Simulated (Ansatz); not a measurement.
Computed with Ansatz on PBE0-D4/def2-TZVP structures; ΔE is electronic, products minus reactants. CBS: MP2 limit from def2 TZ/QZ plus the TZ coupled-cluster correction, frozen cores. This one scheme is used for every species. Functionals use def2-TZVPP. B3LYP here is the variant with VWN-RPA as its local correlation; programs differ in this. Each species was taken in one conformer, which may not be the lowest.

`O[SiH2][SiH](F)F` + CH₄ → `C[SiH](F)[SiH2]O` + H–F  (formal exchange of groups at the Si–F bond)

`O[SiH2][SiH](F)F`:

```xyz
9

O     0.913   -1.797   -0.425
Si    0.975   -0.323    0.310
Si   -0.943    0.955   -0.176
F    -2.219    0.023    0.070
F    -0.977    1.374   -1.713
H     0.134   -2.338   -0.284
H     2.195    0.350   -0.196
H     1.064   -0.435    1.795
H    -1.140    2.192    0.619
```

CH₄:

Z-matrix (Å, degrees):
```
C
H 1 1.090
H 1 1.090 2 109.5
H 1 1.090 2 109.5 3 -120.0
H 1 1.090 2 109.5 3 120.0
```

`C[SiH](F)[SiH2]O`:

```xyz
12

C     0.971    1.594    0.362
Si   -0.267    0.674   -0.677
F    -1.742    1.226   -0.316
Si   -0.281   -1.642   -0.257
O    -0.672   -1.962    1.320
H     0.887    2.672    0.204
H     0.828    1.386    1.424
H     1.985    1.288    0.091
H    -0.039    0.961   -2.122
H    -1.218   -2.324   -1.198
H     1.077   -2.212   -0.455
H    -1.529   -1.662    1.626
```

H–F:

Cartesian coordinates in Å:
```
F -0.185 -0.420 -0.032
H 0.185 0.420 0.032
```

**Question.** Is it downhill or uphill in electronic energy at CCSD(T)/CBS, and by how much? (An estimate is asked.)

**Answer.** Ansatz gave: Uphill: ΔE = +34.3 kcal/mol.

**Question.** What do these levels give: PBE-D4, PBE0-D4, B3LYP-D4, ωB97X-V, B2PLYP, r2SCAN, B3LYP, MP2/def2-TZVPP, SCS-MP2/def2-TZVPP, CCSD(T)/def2-TZVPP, MP2/def2-QZVPP, SCS-MP2/def2-QZVPP? (An estimate is asked.)

**Answer.** Ansatz gave: PBE-D4 32.6, PBE0-D4 32.8, B3LYP-D4 35.9, ωB97X-V 35.2, B2PLYP 36.8, r2SCAN 36.0, B3LYP 37.4, MP2/def2-TZVPP 34.6, SCS-MP2/def2-TZVPP 36.0, CCSD(T)/def2-TZVPP 34.6, MP2/def2-QZVPP 34.6, SCS-MP2/def2-QZVPP 36.0 kcal/mol.

Largest T1 diagnostic among the species: 0.012.

In def2-TZVPP, CCSD(T) changes the Hartree–Fock value by −5.6 kcal/mol (the triples alone add −0.6 kcal/mol) and MP2 by −5.6 kcal/mol. The D4 term adds −1.5 kcal/mol with B3LYP and −0.9 kcal/mol with PBE0; it sums over pairs of atoms, weighted by their polarisabilities, and B3LYP, whose exchange is more repulsive, gets the larger term.
